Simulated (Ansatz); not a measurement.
Start from `OC[SiH2]O[SiH3]` and change one atom or group to get `[SiH3]O[SiH3]`.

Ansatz, PBE0-D4/def2-TZVP geometries, multiplicity 1. Each molecule was computed in one conformer, which needn't be the lowest.

```
                                          property  `OC[SiH2]O[SiH3]`
           HOMO–LUMO gap (ωB97M-V/def2-TZVPP) / eV              12.22
               LUMO energy (B3LYP/def2-TZVPP) / eV              -0.15
                LUMO energy (PBE0/def2-TZVPP) / eV               0.08
                 LUMO energy (PBE/def2-TZVPP) / eV              -0.81
size of the dipole moment (ωB97M-V/def2-TZVPP) / D               2.30
  size of the dipole moment (B3LYP/def2-TZVPP) / D               2.29
```

**Question.** What does the change do to each property? (Best estimate.)

**Answer.** Ansatz gave: 
```json
{"property": "HOMO–LUMO gap (ωB97M-V/def2-TZVPP) / eV", "`[SiH3]O[SiH3]`": "12.51", "shift": "0.29"}
{"property": "LUMO energy (B3LYP/def2-TZVPP) / eV", "`[SiH3]O[SiH3]`": "-0.43", "shift": "-0.28"}
{"property": "LUMO energy (PBE0/def2-TZVPP) / eV", "`[SiH3]O[SiH3]`": "-0.22", "shift": "-0.30"}
{"property": "LUMO energy (PBE/def2-TZVPP) / eV", "`[SiH3]O[SiH3]`": "-1.10", "shift": "-0.29"}
{"property": "size of the dipole moment (ωB97M-V/def2-TZVPP) / D", "`[SiH3]O[SiH3]`": "0.27", "shift": "-2.03"}
{"property": "size of the dipole moment (B3LYP/def2-TZVPP) / D", "`[SiH3]O[SiH3]`": "0.28", "shift": "-2.01"}
```

With PBE0 the HOMO falls by 0.58 eV and the LUMO falls by 0.30 eV, so the gap widens by about 0.28 eV. PBE moves the HOMO by -0.73 eV and ωB97M-V by -0.55 eV. Dipoles are sizes alone; their direction can turn.

B3LYP here is the variant with VWN-RPA as its local correlation; programs differ in this.
